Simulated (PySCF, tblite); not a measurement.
Isomers of C5H14OSSi2. Computed values, GFN2-xTB/tblite, gas phase, harmonic and unscaled. The method is semi-empirical: single wavenumbers can be off by several per cent or more. Modes of hydrogen on silicon can be 10 to 20 % off. One conformer each.

Electronic energies: PBE0/pcSseg-1 single points on the GFN2-xTB geometries (PySCF, gas phase).

```csv
SMILES,"electronic energy, lowest = 0 (kcal/mol)"
CC(C)O/C=C\[SiH2]S[SiH3],0.0
C[SiH2]O[C@@H]1[C@@H](C)[Si@H]1SC,5.9
CC/C=C(\[SiH2][SiH3])[S@@](C)=O,63.5
CS[SiH2][SiH2]C(C)(C)C=O,9.3
CO[C@@H]1[SiH2][C@H](C)[Si@H]1SC,18.4
CS[SiH2]C[C@H]([SiH3])C(C)=O,3.5
```

Problem. How do GFN2-xTB zero-point energies change the relative energies?

Solution. 
| SMILES | ZPE (kcal/mol) | of it from modes above 1550 cm⁻¹ | electronic (kcal/mol) | with ZPE, lowest = 0 (kcal/mol) | lowest mode (cm⁻¹) | rings |
| --- | --- | --- | --- | --- | --- | --- |
| CC(C)O/C=C\[SiH2]S[SiH3] | 108.1 | 57.8 | 0.0 | 0.0 | 34 | 0 |
| CS[SiH2]C[C@H]([SiH3])C(C)=O | 107.3 | 57.5 | 3.5 | 2.7 | 19 | 0 |
| C[SiH2]O[C@@H]1[C@@H](C)[Si@H]1SC | 110.0 | 57.4 | 5.9 | 7.7 | 28 | 1 |
| CS[SiH2][SiH2]C(C)(C)C=O | 108.3 | 58.0 | 9.3 | 9.5 | 27 | 0 |
| CO[C@@H]1[SiH2][C@H](C)[Si@H]1SC | 110.1 | 56.6 | 18.4 | 20.4 | 14 | 1 |
| CC/C=C(\[SiH2][SiH3])[S@@](C)=O | 106.2 | 57.0 | 63.5 | 61.6 | 7 | 0 |

The zero-point energies span 3.9 kcal/mol, from `CC/C=C(\[SiH2][SiH3])[S@@](C)=O` to `CO[C@@H]1[SiH2][C@H](C)[Si@H]1SC`. The order is unchanged.

Problem. And how do the electronic energies of GFN2-xTB itself compare?

Solution. `CC(C)O/C=C\[SiH2]S[SiH3]` 0.0; `CS[SiH2]C[C@H]([SiH3])C(C)=O` 10.5; `C[SiH2]O[C@@H]1[C@@H](C)[Si@H]1SC` 14.9; `CS[SiH2][SiH2]C(C)(C)C=O` 26.2; `CO[C@@H]1[SiH2][C@H](C)[Si@H]1SC` 43.4; `CC/C=C(\[SiH2][SiH3])[S@@](C)=O` 58.1 kcal/mol, lowest = 0. Against the energies above, taken from the same isomer `CC(C)O/C=C\[SiH2]S[SiH3]`, the largest difference is 25.0 kcal/mol.

Problem. What do entropy and thermal enthalpy add at 298.15 K and 1 bar (rigid rotor, harmonic oscillator, one conformer each)?

Solution. 
```csv
SMILES,point group,symmetry number,S (cal/(mol K)),H − H(0) (kcal/mol),ZPE + H − H(0) − TS (kcal/mol)
CC(C)O/C=C\[SiH2]S[SiH3],C1,1,120.0,9.47,81.8
C[SiH2]O[C@@H]1[C@@H](C)[Si@H]1SC,C1,1,124.5,9.79,82.7
CS[SiH2][SiH2]C(C)(C)C=O,C1,1,122.9,9.88,81.6
```

Not tabulated: `CS[SiH2]C[C@H]([SiH3])C(C)=O` (lowest mode only 19 cm⁻¹); `CO[C@@H]1[SiH2][C@H](C)[Si@H]1SC` (lowest mode only 14 cm⁻¹); `CC/C=C(\[SiH2][SiH3])[S@@](C)=O` (lowest mode only 7 cm⁻¹).
